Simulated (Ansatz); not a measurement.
(BeO)2 ring (Be₂O₂), relaxed as a singlet with RKS PBE-D4/def2-TZVP in Ansatz, starting from the GFN2-xTB geometry. Force threshold 0.02 eV/Å.

Start:

```xyz
4

Be    0.4306    0.2234   -0.7672
O     0.1126    1.1282    0.3918
Be   -0.4306   -0.2235    0.7676
O    -0.1126   -1.1281   -0.3922
```

```csv
step,energy (eV),largest force component (eV/Å),SCF passes
1,-4895.2369,0.935,26
2,-4895.2928,0.328,27
3,-4895.2978,0.157,28
4,-4895.2990,0.002,29
```

Force components are those of the run's own axes.

End:

```xyz
4

Be    0.412    0.214   -0.735
O     0.114    1.144    0.397
Be   -0.412   -0.214    0.735
O    -0.114   -1.144   -0.397
```

By distances, no bond broke or formed. The bond that changes most is Be3–O4, from 1.50 to 1.50 Å (atoms count from 1).

No frequencies were taken in this run, so the end may be a saddle point.

It took 2.3 s on 4 threads of AMD EPYC 7B13 on a shared host.
